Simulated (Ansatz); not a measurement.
SiICl3: single points at one geometry.

```yaml
crystal:
  periodic: [false, false, false]
  atoms:
    - {symbol: Si, position_ang: [-0.000351, 0.000511, -0.064423]}
    - {symbol: I, position_ang: [0.012373, -0.018978, 2.374926]}
    - {symbol: Cl, position_ang: [1.929309, 0.010757, -0.780122]}
    - {symbol: Cl, position_ang: [-0.974574, 1.678113, -0.751801]}
    - {symbol: Cl, position_ang: [-0.966758, -1.670403, -0.778580]}
basis:
  gaussian: {orbitals: def2-SVP, initial_orbitals: start.molden}
hamiltonian: {xc: pbe0, dispersion: d4}
scf: {omitted_lower_state_checks: [starts]}
output: {orbitals: {seedname: orbitals}}
```

The file start.molden holds the orbitals of an earlier run on this structure, at another level or in another basis.

```sh
$ ansatz run in.yaml --threads 2 --pin off --events-out ev --progress --plain --max-ram 22528MiB --backend cpu
```

Output, abridged:

```
Functional definition: PBE0
974 factors; integrals over basis functions are off by at most 8.4e-4 eV
mean field evaluation 1: about -53521.9088 eV, gradient 2.2e1 eV
mean field evaluation 2: about -53522.0488 eV, gradient 2.6e-1 eV
mean field evaluation 4: about -53522.0879 eV, gradient 3.0e-4 eV
mean field -53522.08789581 eV, -1966.9004515969 hartree, gradient 2.6e-5 eV, S^2 0.000000; 0 other end points of the search recorded, 0 dependent functions left out
reference -53522.08791673 eV, -1966.9004523657 hartree; 45, 45 occupied and 53, 53 virtual orbitals, 974 factors
Total energy: -53522.34790128 eV, -1966.9100066215 hartree
Checks for a lower state left out: starts
```

Run time 1.8 s (2 threads of AMD EPYC 7R13 on a shared host).

The first input with `gaussian: {orbitals: def2-TZVPD, initial_orbitals: start.molden}`, `hamiltonian: {xc: r2scan, dispersion: d4}` (abridged; 7.5 s):

```
Functional definition: r2SCAN
mean field -53553.62941111 eV, -1968.0595809044 hartree, gradient 1.4e-5 eV, S^2 0.000000
Total energy: -53553.69368036 eV, -1968.0619427560 hartree
Checks for a lower state left out: starts
```

The first input with `gaussian: {orbitals: def2-TZVP, initial_orbitals: start.molden}`, `hamiltonian: {xc: r2scan, dispersion: d4}`, `output: {forces: true, orbitals: {seedname: orbitals}}` (abridged; 6 s):

```
Functional definition: r2SCAN
mean field -53553.58748483 eV, -1968.0580401420 hartree, gradient 1.7e-5 eV, S^2 0.000000
Total energy: -53553.65173928 eV, -1968.0604014497 hartree
Atom 0 force    -0.001692     0.001818    -0.213699 eV/Å
Atom 1 force    -0.001650     0.002522    -0.314850 eV/Å
Atom 2 force    -0.509459    -0.002647     0.178659 eV/Å
Atom 3 force     0.257444    -0.443097     0.171437 eV/Å
Atom 4 force     0.255356     0.441404     0.178453 eV/Å
Dipole moment:     0.000557    -0.000879     0.108860 e Å
Checks for a lower state left out: starts
```

The first input with `gaussian: {orbitals: def2-TZVP, initial_orbitals: start.molden}`, `hamiltonian: {xc: pbe}`, `correlation: {method: rpa}` and without the key `output` (abridged; 5.5 s):

```
Functional definition: PBE
mean field -53533.83143274 eV, -1967.3320186189 hartree, gradient 2.5e-6 eV, S^2 0.000000
24 core orbitals not correlated: weight in the atoms' cores, before any rotation towards them, 1.000 or more for the frozen orbitals, at most 0.000 for the correlated occupied ones
Total energy: -53496.84583802 eV, -1965.9728230829 hartree
Checks for a lower state left out: starts
```

Geometry: PBE-D4/def2-SVP.

In the def2 sets I takes a core potential; there is no spin–orbit coupling. Correlated methods freeze 24 core orbitals; core or outer-core shells of I are correlated, in sets that lack core-valence functions.
